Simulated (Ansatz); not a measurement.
A structure relaxed at PBE0-D4/def2-TZVP, charge 0, multiplicity 1:

```
atom   x (Å)   y (Å)   z (Å)
 Cl1  -0.363   1.877  -0.939
  C2  -0.369   0.466   0.089
 Br3  -2.105   0.109   0.826
  C4   0.561  -0.625  -0.143
  O5   0.690   0.322   0.937
  H6   1.302  -0.521  -0.929
  H7   0.284  -1.629   0.159
```

Give its formula and SMILES.

C2H2BrClO, `ClC1(Br)CO1`.

Summarise the bond lengths by kind.

1 × C–Cl 1.746 Å; 1 × Br–C 1.920 Å; 1 × C–C 1.452 Å; 2 × C–O 1.365 to 1.442 Å; 2 × C–H 1.085 Å.

Results of the Gaussian-basis code of Ansatz.
